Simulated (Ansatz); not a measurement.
Species: CBr$_{3}$Cl, charge 0, singlet. CBr3Cl (tribromo(chloro)methane, SMILES BrC(Br)(Br)Cl).
B3LYP-D3(BJ)/def2-TZVP minimum from Ansatz (an electronic-structure program):
```
C
Cl 1 1.7664
Br 1 1.9582 2 109.63
Br 1 1.9582 2 109.63 3 120.00
Br 1 1.9582 2 109.63 3 -120.00
```
Charge 0, spin multiplicity 1.

Total energies in def2-SVP, 32 correlated electrons, 48 frozen orbitals. UHF or UKS for unpaired electrons; spin-orbit terms are left out. Correlated methods leave the cores frozen (noble-gas shells, and filled d and f shells in the p block). No relativity. Spin-orbit terms, left out, reach several kcal/mol for Br and I, and more for heavier atoms.

```tsv
method	program	energy (Eh)	minus CCSDT(Q) (mEh)
HF	Ansatz	-8213.43396	704.79
MP2	Ansatz	-8214.07853	60.22
CCSD	Ansatz	-8214.11375	25.00
CCSD(T)	Ansatz	-8214.13635	2.40
CCSDT(Q)	Ansatz	-8214.13875	0.00
```

Rough core times of Ansatz's runs on a shared machine: CCSD(T) 30 s, CCSDT(Q) 40 min.
